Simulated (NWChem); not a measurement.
# CHCl2NOSi; SMILES O=C=N[SiH](Cl)Cl

```xyz
7

Si     0.0006     0.4793     0.5896
Cl    -1.6749     1.2873    -0.2682
Cl     1.6655     1.3021    -0.2746
N      0.0076    -1.1990     0.3243
C      0.0075    -2.3476    -0.0248
O      0.0079    -3.4666    -0.3423
H      0.0023     0.7645     2.0361
```
Atoms are numbered in this order, from 1.

Level: PBE0/def2-SVP (NWChem), optimised geometry, unscaled harmonic frequencies. 

**Question.** List the harmonic frequencies with IR intensities, and the thermochemistry.

**Answer.** 
```json
[
 {"frequency (cm⁻¹)": "41", "IR intensity (km/mol)": "0.1"},
 {"frequency (cm⁻¹)": "52", "IR intensity (km/mol)": "0.1"},
 {"frequency (cm⁻¹)": "176", "IR intensity (km/mol)": "3.7"},
 {"frequency (cm⁻¹)": "244", "IR intensity (km/mol)": "4.8"},
 {"frequency (cm⁻¹)": "289", "IR intensity (km/mol)": "18.8"},
 {"frequency (cm⁻¹)": "515", "IR intensity (km/mol)": "45.2"},
 {"frequency (cm⁻¹)": "614", "IR intensity (km/mol)": "108.9"},
 {"frequency (cm⁻¹)": "626", "IR intensity (km/mol)": "34.6"},
 {"frequency (cm⁻¹)": "631", "IR intensity (km/mol)": "66.5"},
 {"frequency (cm⁻¹)": "658", "IR intensity (km/mol)": "153.7"},
 {"frequency (cm⁻¹)": "821", "IR intensity (km/mol)": "181.9"},
 {"frequency (cm⁻¹)": "830", "IR intensity (km/mol)": "229.9"},
 {"frequency (cm⁻¹)": "1564", "IR intensity (km/mol)": "70.5"},
 {"frequency (cm⁻¹)": "2334", "IR intensity (km/mol)": "89.0"},
 {"frequency (cm⁻¹)": "2491", "IR intensity (km/mol)": "1668.3"}
]
```

The zero-point energy is 17.0 kcal/mol, the thermal correction to the enthalpy at 298.15 K (with zero-point energy) is 22.0 kcal/mol and the heat capacity Cv is 21.6 cal/(mol K). The entropy at 298.15 K and 1 atm (symmetry number 1) is 88.2 cal/(mol K) and the dipole moment is 1.21 D.

Rigid rotor and harmonic oscillator; modes under 100 cm⁻¹ make the entropy uncertain.
